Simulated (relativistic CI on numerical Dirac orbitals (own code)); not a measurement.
**Hyperfine structure of Xe⁷⁺, mass number 131**

Method of calculation: Dirac-Coulomb-Breit CI, separate exchange-only KLI orbitals for each configuration, model QED (radiative potential, 1s self-energy scaled to tabulated hydrogen-like ionisation energies), unscaled Slater integrals (own radial code, finite nucleus).

Configurations in the expansion (outside the closed core [Kr]): 4d10.5s, 4d10.5p, 4d10.5d, 4d10.4f, 4d10.5f, 4d10.5g, 4d10.6s, 4d9.5s.4f, 4d9.5s2, 4d10.6p, 4d8.5s.5p2, 4d9.5p2, 4d10.6d, 4d9.5s.5p, 4d10.7s, 4d10.7p. Levels of other configurations are missing.

Nuclear spin I = 3/2, μ = 0.69185 μN, Q = -0.114 b (tables of Stone and Pyykkö). The electronic factors are computed for point nuclear moments, without core polarisation or the Bohr-Weisskopf and QED corrections.

```tsv
Level	E (eV)	A (MHz)	B (MHz)
4d10.5s 2S_1/2	0.0000	23640	
4d10.5p 2P°_1/2	13.8314	6127	
4d10.5p 2P°_3/2	16.0742	965.6	-445
4d10.4f 2F°_5/2	32.6954	141.4	-35.4
4d10.4f 2F°_7/2	32.7373	76.53	-40.6
4d10.5d 2D_3/2	37.7093	331.3	-52.8
4d10.5d 2D_5/2	38.0536	136.7	-69.6
4d10.6s 2S_1/2	48.0098	9030
```

Levels with J = 0, under 50 % of one LS term, or S terms without an open s electron are left out. Small factors come from cancelling terms and can be off by tens of per cent or more.

At this charge configurations can still be misplaced by up to about 7 % of their energy. Levels and lines within the n = 5 or 6 shells can be off by up to 10 % or somewhat more, and those that change n by about 2 %, since core polarisation is missing. 18 of the 36 excited levels that our extract of the measured tables holds in this range could be paired (the sources list more); they are missed by 22922 cm⁻¹ on average and 147139 at most, and levels without a partner can miss by more.

Question: Give the hyperfine levels of 4d10.5s 2S_1/2 relative to its centre of gravity.

Answer: With K = F(F + 1) − I(I + 1) − J(J + 1), E = AK/2: F = 1: -29560, F = 2: 17730 MHz.

LS names give the leading component of a level, which can be under half, so a name can repeat, a term be missing and a line seem to break the LS rules.
